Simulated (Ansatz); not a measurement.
`[BH2][SnH2][SiH3]` + CH₃NH₂ → `C[NH][SnH2][SiH3]` + BH₃  (cleavage of the Sn–B bond)

Isolated molecules relaxed with PBE0-D4/def2-TZVP in Ansatz; ΔE leaves out vibrations. CBS: MP2 limit from def2 TZ/QZ plus the TZ coupled-cluster correction, frozen cores. This one scheme is used for every species. Elements past krypton have def2 core potentials. For Sn outer-core shells are correlated without core-valence functions, which leaves a few kJ/mol of doubt a bond. Each species was taken in one conformer, which may not be the lowest.

| species | CCSD/CBS(def2) energy (Eh) |
| --- | --- |
| `[BH2][SnH2][SiH3]` | -532.03484 |
| CH₃NH₂ | -95.73816 |
| `C[NH][SnH2][SiH3]` | -601.21931 |
| BH₃ | -26.54949 |

Q: Work out ΔE.

A: ΔE = (-601.21931) + (-26.54949) − (-532.03484) − (-95.73816) = 0.00420 Eh = +11.0 kJ/mol. CCSD(T)/CBS gives +9.3 kJ/mol.

Largest T1 diagnostic among the species: 0.014.

The D4 term adds −6.5 kJ/mol with B3LYP and −3.8 kJ/mol with PBE0; it sums over pairs of atoms, weighted by their polarisabilities, and B3LYP, whose exchange is more repulsive, gets the larger term.

B3LYP here is the variant with VWN-RPA as its local correlation; programs differ in this.
